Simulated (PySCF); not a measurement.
SMILES c1ccc(s1)-c1cccc(C)c1 (C11H10S) (GFN2-xTB optimised geometry):

```
22

C      3.579    -1.128     0.012
C      2.101    -1.377    -0.002
C      1.608    -2.678    -0.002
C      0.244    -2.907     0.000
C     -0.646    -1.852     0.001
C     -0.177    -0.537     0.000
C     -1.092     0.587     0.000
C     -2.462     0.587     0.000
C     -3.026     1.878     0.000
C     -2.087     2.859     0.000
S     -0.493     2.224     0.000
C      1.203    -0.324    -0.001
H      4.085    -1.778    -0.699
H      3.983    -1.338     1.003
H      3.802    -0.093    -0.236
H      2.297    -3.510    -0.003
H     -0.130    -3.921    -0.001
H     -1.706    -2.049     0.001
H     -3.058    -0.307     0.000
H     -4.085     2.065     0.000
H     -2.229     3.921     0.000
H      1.575     0.691    -0.002
```

Calculation: PBE/def2-SVP run with PySCF.

**Question.** What are the frontier orbital energies and the dipole moment?

**Answer.** HOMO-2 -6.23 eV, HOMO-1 -6.00 eV, HOMO -5.12 eV, LUMO -1.87 eV, LUMO+1 -0.90 eV; dipole moment 0.19 D.

On the same geometry PBE0/def2-SVP (PySCF) gives HOMO-2 -7.32 eV, HOMO-1 -7.07 eV, HOMO -6.06 eV, LUMO -1.14 eV, LUMO+1 -0.01 eV; dipole moment 0.27 D.

Meta-Löwdin charges at PBE/def2-SVP: C1 -0.31, C2 0.03, C3 -0.12, C4 -0.10, C5 -0.12, C6 0.01, C7 -0.10, C8 -0.14, C9 -0.13, C10 -0.24, S11 0.25, C12 -0.13, H13 0.11, H14 0.12, H15 0.11, H16 0.10, H17 0.11, H18 0.10, H19 0.11, H20 0.12, H21 0.13, H22 0.10.
